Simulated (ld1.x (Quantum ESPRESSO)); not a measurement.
# Configuration tests for potassium (K) (PAW)

| Item | Value |
| --- | --- |
| Element | K (Z = 19) |
| Generator | ld1.x (Quantum ESPRESSO) 7.5 |
| Type | PAW |
| Functional | PBE |
| Relativity | fully relativistic |
| Frozen core | [Ne] |
| Valence charge | 9 |
| Reference configuration | 3s2 3p6 4s1 4p0 |
| Partial waves | 3s (bound): rcut 2.30, rcutus 2.50 bohr; 4s (bound): rcut 2.30, rcutus 2.50 bohr; 3p (bound): rcut 2.00, rcutus 2.15 bohr; 4p (bound, empty): rcut 2.00, rcutus 2.15 bohr; 3d channel at -0.15 Ry: rcut 2.00, rcutus 2.55 bohr |
| Local potential | all-electron potential smoothed inside 1.65 bohr (lloc = -2) |
| Core correction | a·sin(br)/r model core, default radius (core density twice the valence density) |
| Augmentation charge | BG, radius 2.30 bohr |

Open shells are filled in proportion to 2j + 1 (rel_dist='average').

Energies are relative to the spin-unpolarised reference configuration 3s2 3p6 4s1 4p0; without spin polarisation the order of configurations can differ from experiment. Not all tests gave a result: test run stopped at test 4 of 5 (negative rho).

| valence configuration | charge | ΔE all-electron (eV) | error AE − PS (meV) |
| --- | --- | --- | --- |
| 3s2 3p6 4s0 4p0 | +1 | 4.314 | +2.8 |
| 3s2 3p6 4s0.5 4p0 | +0.5 | 1.641 | +0.3 |
| 3s2 3p6 4s0 4p1 | 0 | 1.553 | +2.7 |

The ghost test of this file was not conclusive.
